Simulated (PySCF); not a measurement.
# Cl⁺ (chlorine, charge +1) across methods

[Ne] 3s2 3p3 4s1, high-spin 5S determinant (an excited configuration). Computed with PySCF 2.14 in aug-cc-pV(Q+d)Z with one added diffuse shell each of s, p, d, f, g type (8s7p6d4f3g, 114 functions), with no relativity, point nucleus.

```json
{"method": "M06-L", "E (hartree)": "-459.1642", "mean ε 3s β (eV)": "-35.083", "mean ε 3p α (eV)": "-26.672", "mean ε 4s α (eV)": "-8.075", "Σ⟨r²⟩ (bohr²)": "34.66", "⟨S²⟩": "6.001"}
{"method": "PBE", "E (hartree)": "-459.0048", "mean ε 3s β (eV)": "-34.904", "mean ε 3p α (eV)": "-26.043", "mean ε 4s α (eV)": "-8.181", "Σ⟨r²⟩ (bohr²)": "34.54", "⟨S²⟩": "6.000"}
{"method": "B3LYP", "E (hartree)": "-459.2026", "mean ε 3s β (eV)": "-36.507", "mean ε 3p α (eV)": "-27.351", "mean ε 4s α (eV)": "-8.602", "Σ⟨r²⟩ (bohr²)": "34.58", "⟨S²⟩": "6.000"}
{"method": "r2SCAN", "E (hartree)": "-459.1508", "mean ε 3s β (eV)": "-35.094", "mean ε 3p α (eV)": "-26.828", "mean ε 4s α (eV)": "-8.202", "Σ⟨r²⟩ (bohr²)": "35.00", "⟨S²⟩": "6.000"}
{"method": "UHF", "E (hartree)": "-458.59279", "mean ε 3s β (eV)": "-39.490", "mean ε 3p α (eV)": "-32.748", "mean ε 4s α (eV)": "-9.997", "Σ⟨r²⟩ (bohr²)": "35.84", "⟨S²⟩": "6.001"}
{"method": "r2SCANh", "E (hartree)": "-459.1519", "mean ε 3s β (eV)": "-35.671", "mean ε 3p α (eV)": "-27.472", "mean ε 4s α (eV)": "-8.413", "Σ⟨r²⟩ (bohr²)": "34.99", "⟨S²⟩": "6.000"}
{"method": "PBE0", "E (hartree)": "-459.0409", "mean ε 3s β (eV)": "-36.473", "mean ε 3p α (eV)": "-27.916", "mean ε 4s α (eV)": "-8.719", "Σ⟨r²⟩ (bohr²)": "34.72", "⟨S²⟩": "6.000"}
```

Estimate the same row for LDA.

E (hartree) = -457.6878; mean ε 3s β (eV) = -35.156; mean ε 3p α (eV) = -25.978; mean ε 4s α (eV) = -8.344; Σ⟨r²⟩ (bohr²) = 34.21; ⟨S²⟩ = 6.000.

The outer electron is Rydberg-like, and this basis confines it to a smaller radius and binds it less than a complete one would.
